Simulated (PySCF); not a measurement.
# One molecule, several mistakes: GeH4NSi

Calculated results; nothing here was measured. They come from PySCF 2.14.0, an open-source quantum chemistry program, on an isolated molecule that a program drew, which may never have been made. The molecule is GeH4NSi (charge 0, doublet), drawn as the SMILES string `[SiH2]=[N][GeH2]`.

Each row is a Hartree-Fock (HF) and frozen-core CCSD(T) single point in the cc-pV(D+d)Z basis, meant for a local HF minimum. Run 1 is clean. Each other run has one planted mistake out of seven kinds, and not every kind appears here: one electron removed, one electron added, multiplicity raised by two, geometry at a saddle point, minimal basis STO-3G, one bond length entered in bohr, all coordinates scaled. The reference is restricted for singlets and unrestricted otherwise, and also for a bond in bohr. Adding or removing an electron swaps singlet and doublet. Electrons count all cores. HOMO and LUMO are orbital energies over both spins, the gradient is its largest component, and the lowest frequency (negative if imaginary) is given only where the gradient is small. Bond lengths are over the 6 bonds as drawn. T1 is the CCSD diagnostic: over 0.02 (restricted) or 0.045 (unrestricted) a single reference is doubtful. Germanium has the cc-pVDZ-PP basis, with a core potential (ECP10MDF) in place of its 10 inner electrons, and its 3s, 3p and 3d shells are frozen in CCSD(T).

Geometry of the clean run:
```xyz
7
GeH4NSi, angstrom
Si   -0.3503   -0.1579    1.2478
N     0.5081    0.6896    0.2536
Ge    2.1309    0.8331   -0.5528
H     0.0653   -1.3797    1.9664
H    -1.7369    0.2048    1.5805
H     2.7647    2.1845   -0.1634
H     1.9357    0.7770   -2.0820
```

| run | electrons | basis functions | <S^2> | HOMO (eV) | LUMO (eV) | gradient (hartree/bohr) | lowest frequency (cm^-1) | mean bond (Å) | longest bond (Å) | T1 | HF (hartree) | CCSD(T) (hartree) | mistake |
|---|---|---|---|---|---|---|---|---|---|---|---|---|---|
| 1 | 57 | 80 | 0.763 | -7.93 | 1.70 | 6.8e-06 | 105 | 1.5691 | 1.818 | 0.0216 | -639.02722 | -639.42163 | no fault |
| 2 | 57 | 80 | 3.786 | -6.51 | -0.15 | 1.1e-01 | - | 1.5691 | 1.818 | 0.0212 | -638.93261 | -639.28317 | multiplicity raised by two |
| 3 | 57 | 80 | 1.703 | -7.94 | 0.29 | 1.3e-02 | - | 1.7881 | 2.791 | 0.0411 | -638.90562 | -639.28869 | one bond length entered in bohr |
| 4 | 56 | 80 | 0.000 | -16.18 | -5.95 | 7.8e-02 | - | 1.5691 | 1.818 | 0.0275 | -638.77207 | -639.16605 | one electron removed |
| 5 | 57 | 80 | 0.845 | -8.19 | 1.50 | 1.8e-02 | - | 1.6225 | 1.880 | 0.0330 | -639.01967 | -639.42074 | ? |
| 6 | 57 | 80 | 0.995 | -6.45 | 1.78 | 3.1e-05 | -752 | 1.5555 | 1.761 | 0.0369 | -639.01310 | -639.40944 | ? |

**Which mistake was planted in run 5, and what did it cost?**

The mean and the longest bond both change by the same factor, 1.034, and the gradient is no longer small. So the mistake is: all coordinates scaled. Subtracting run 1 and multiplying by 627.51 kcal/mol a hartree, the energy moved by 4.7 kcal/mol in HF and 0.6 kcal/mol in CCSD(T).

**Which mistake was planted in run 6, and what did it cost?**

The gradient is small, so the point is stationary, but the lowest frequency is imaginary (-752 cm^-1). So the mistake is: geometry at a saddle point. Subtracting run 1 and multiplying by 627.51 kcal/mol a hartree, the energy moved by 8.9 kcal/mol in HF and 7.6 kcal/mol in CCSD(T).

Cautions from the logs. Run 4: T1 is over the limit, so its CCSD(T) energy is less reliable.
